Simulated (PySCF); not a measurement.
## C₆ coefficients of unlike pairs at UHF

Calculated with PySCF 2.14 from the dipole response of each species, C₆(A,B) = (3/π) ∫ α_A(iu) α_B(iu) du, in atomic units, from isotropic polarisabilities. For ions this is the dispersion term alone; charge-induced terms of lower order in 1/R come first.

```tsv
species	configuration	basis	relativity	α (bohr³)	C₆ (like pair)
Co⁺	[Ar] 3d8 (3F)	aug-cc-pwCVTZ-DK with one added diffuse shell each of s, p, d, f, g type (11s10p8d5f4g)	spin-free X2C	6.894	23.42
Co²⁺	[Ar] 3d7 (4F)	aug-cc-pVTZ with one added diffuse shell each of s, p, d, f, g type (9s8p6d4f3g)	none	2.858	7.994
Mo⁺	[Kr] 4d5 (6S)	aug-cc-pwCVTZ-PP with ECP28MDF (8s8p7d4f3g)	core potential	18.04	115.1
Li⁺	1s2 (1S)	aug-cc-pVDZ (4s3p2d)	none	0.05041	0.004533
```

Q: Estimate C₆ for Co²⁺ with Co⁺.

A: The integral gives 13.30. The combination rule 2 C_A C_B / (C_A α_B/α_A + C_B α_A/α_B) gives 12.91 and the geometric mean 13.68.

No spin-orbit coupling is included.

The other pairs:

```json
{"pair": "Mo⁺, Co²⁺", "C₆": "27.99"}
{"pair": "Li⁺, Co²⁺", "C₆": "0.1868"}
{"pair": "Li⁺, Co⁺", "C₆": "0.2974"}
{"pair": "Mo⁺, Co⁺", "C₆": "51.24"}
{"pair": "Li⁺, Mo⁺", "C₆": "0.6056"}
```
